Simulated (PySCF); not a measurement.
**Si5H11O(+)**

Si5H11O(+) is a small molecule (built as: end group OH2+), charge +1, singlet. The structure, one conformer, was relaxed in the gas phase by PBE0-D3(BJ)/def2-SVP. No frequency run checks that it is a minimum.

SMILES: [OH2+][SiH]1[SiH2][SiH2][SiH2][SiH2]1

```xyz
17

Si    0.018   -2.104    0.083
Si    0.346   -0.772   -1.839
Si    0.998    1.383   -1.095
Si    0.986    1.343    1.267
Si   -0.479   -0.447    1.672
O    -2.107    0.259    0.944
H    -1.078   -3.115    0.005
H     1.283   -2.702    0.604
H     1.361   -1.401   -2.731
H    -0.976   -0.666   -2.529
H    -0.029    2.379   -1.527
H     2.351    1.769   -1.587
H     0.504    2.585    1.942
H     2.274    0.865    1.851
H    -0.960   -0.781    3.042
H    -2.853   -0.324    0.723
H    -2.450    1.122    1.231
```
Atom numbers follow the order of the file, from 1.

Shieldings: GIAO PBE0/pcSseg-1. Shifts are against computed references at the same level: H TMS (σ 31.27 ppm), Si TMS (σ 352.0 ppm). Core levels by delta-SCF with SCAN, pcX-2 on the ionised atom and pcseg-1 elsewhere, spin-free X2C (2p3/2 is the spin-free 2p value less a third of a first-order spin-orbit splitting); from the vacuum level, for chosen atoms.

Give the shieldings and core levels atom by atom.


```
atoms         bonded to  σ (ppm)  δ (ppm)  core level (eV)
  Si1        2 Si + 2 H    458.7   -106.7     2p3/2 110.12
  Si2        2 Si + 2 H    464.9   -112.9     2p3/2 109.72
  Si3        2 Si + 2 H    465.3   -113.3                -
  Si4        2 Si + 2 H    459.1   -107.1     2p3/2 110.12
  Si5  1 O + 2 Si + 1 H    202.9    149.1     2p3/2 111.67
   O6        1 Si + 2 H    312.1        -        1s 546.92
   H7              1 Si    27.10     4.17                -
   H8              1 Si    27.20     4.07                -
   H9              1 Si    26.86     4.41                -
  H10              1 Si    27.31     3.95                -
  H11              1 Si    27.28     3.99                -
  H12              1 Si    26.87     4.40                -
  H13              1 Si    27.11     4.16                -
  H14              1 Si    27.20     4.07                -
  H15              1 Si    23.91     7.36                -
  H16               1 O    27.33     3.94                -
  H17               1 O    27.33     3.93                -
```

Values are those of this one static structure; atoms that internal rotation interchanges would show their mean in an NMR spectrum.

Which of Si1, Si2, Si4, Si5 holds its core electrons tightest, and by how much against the loosest?

Si5 (bonded to 1 O + 2 Si + 1 H), by 1.95 eV over Si2 (bonded to 2 Si + 2 H).

By CAM-B3LYP/def2-SVPD (TDDFT singlets, Tamm-Dancoff triplets, ionisation by delta-SCF), where does absorption start, and what does vertical ionisation take?

The lowest singlet lies at 4.64 eV (f 0.007), the strongest of the first 6 at 6.40 eV (f 0.008), the lowest triplet at 4.17 eV; vertical ionisation takes 13.37 eV.
